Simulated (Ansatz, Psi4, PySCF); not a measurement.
C$_{3}$H$_{5}$O (SMILES [CH2-]C(C)=O), charge -1, singlet, at a GFN2-xTB geometry (in this run its highest filled SCF level lies above zero, so its values depend strongly on the basis, on diffuse functions most of all), atoms displaced at random by about 0.08 Å a coordinate. Base run: PySCF with PBE0/6-31G, gradient.

The PySCF input:
```python
from pyscf import gto, scf, dft

mol = gto.M(
    atom='''
O    -0.463131   -0.020916    1.377176
C    -0.111765    0.064867    0.111658
C     0.329325    1.210799   -0.595756
C     0.335720   -1.240931   -0.555875
H     0.920175   -1.703957    0.243944
H     0.118488    2.178661   -0.202137
H     0.708141    1.297786   -1.541299
H     0.841287   -1.190600   -1.484880
H    -0.593737   -1.729704   -0.719169
''',
    basis='6-31g',
    charge=-1,
    spin=0,
    verbose=4,
)

mf = dft.RKS(mol)
mf.xc = 'pbe0'
mf.kernel()
g = mf.nuc_grad_method()
grad = g.kernel()
```

Programs used: Ansatz (an electronic-structure program), Psi4, PySCF; a row that names a program was run with it.

The coordinate followed is z of atom 8.

Variants of this job, named by their change:

| change | dE/dx (Eh/bohr) | net force (Eh/bohr) |
|---|---|---|
| base | 0.019270 | 0.000027 |
| density fitting = on | 0.019258 | 0.000027 |
| finite difference step (bohr) = 1e-3; conv_tol = 1e-11 | 0.019263 | - |
| grids.level = 1; grid_response = on | 0.019326 | 0.000000 |
| finite difference step (bohr) = 0.05; conv_tol = 1e-11 | 0.019589 | - |
| grid_response = on | 0.019263 | 0.000000 |
| grids.level = 1; grid_response = off | 0.019271 | 0.000154 |
| code = ansatz | 0.019270 | 0.000000 |
| code = psi4 | 0.019267 | 0.000013 |
| grids.level = 0; grid_response = off | 0.019687 | 0.002150 |
| grids.level = 5; grid_response = on | 0.019270 | 0.000000 |
| finite difference step (bohr) = 0.2; conv_tol = 1e-11 | 0.024485 | - |

The net force is zero for an exact gradient.
